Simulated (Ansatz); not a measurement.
`N[Si](F)(F)Cl` + `S[SiH2]Cl` → `F[Si](F)(Cl)S[SiH2]Cl` + NH₃  (ligand exchange at the Si–N bond)

Calculated with Ansatz (gas phase, PBE0-D4/def2-TZVP geometries, no zero-point term in ΔE). CCSD(T)/CBS adds triple-zeta CCSD(T) − MP2 to the extrapolated MP2 energy (def2 sets, frozen cores). This one scheme is used for every species. DFT in def2-TZVPP. B3LYP here is the variant with VWN-RPA as its local correlation; programs differ in this. Each species was taken in one conformer, which may not be the lowest.

```
             level  ΔE (kJ/mol)  difference from CCSD(T)/CBS
            PBE-D4          1.5                        -10.5
         r2SCAN-D4         10.9                         -1.1
           PBE0-D4          6.5                         -5.5
           ωB97X-V         13.7                          1.7
           ωB97M-V         13.0                          1.0
               PBE         11.2                         -0.8
            r2SCAN         13.6                          1.6
              PBE0         15.5                          3.5
             B3LYP         25.6                         13.6
     HF/def2-TZVPP         37.8                         25.8
   CCSD/def2-TZVPP         21.1                          9.1
CCSD(T)/def2-TZVPP         16.1                          4.1
     HF/def2-QZVPP         38.5                         26.5
      HF/CBS(def2)         38.6                         26.6
     MP2/CBS(def2)          6.6                         -5.4
    CCSD/CBS(def2)         17.0                          5.0
       CCSD(T)/CBS         12.0                            0
```

Largest T1 diagnostic among the species: 0.011.

The D4 term adds −15.7 kJ/mol with B3LYP and −9.0 kJ/mol with PBE0; it sums over pairs of atoms, weighted by their polarisabilities, and B3LYP, whose exchange is more repulsive, gets the larger term. From PBE to PBE0 (25 % exact exchange), in def2-TZVPP and without D4, ΔE moves by +4.3 kJ/mol. In def2-TZVPP, CCSD(T) changes the Hartree–Fock value by −21.7 kJ/mol (the triples alone add −5.0 kJ/mol) and MP2 by −27.1 kJ/mol.
